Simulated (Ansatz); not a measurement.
Mulliken charges of AgI (`[Ag][I]`) from r2SCAN/def2-TZVPP in Ansatz (PBE0-D4/def2-TZVP geometry).

| atom | x (Å) | y (Å) | z (Å) | charge (e) |
| --- | --- | --- | --- | --- |
| Ag1 | 0.000 | 0.000 | -0.010 | 0.314 |
| I2 | 0.000 | 0.000 | 2.555 | -0.314 |

Question: By hand: the dipole of these point charges (1 e Å = 4.8032 D).

Answer: Σ q r = (0.000, 0.000, -0.805) e Å, of length 0.805 e Å = 3.87 D.

Question: How does the dipole of the full density compare? (Estimate.)

Answer: Ansatz gave: (0.000, 0.000, -0.972) e Å, 4.67 D; the point charges give 0.83 times that, at 0° from its direction.

Point charges leave out the atoms' own dipoles, such as those of lone pairs, and Mulliken's split depends on the basis, so the two needn't agree.
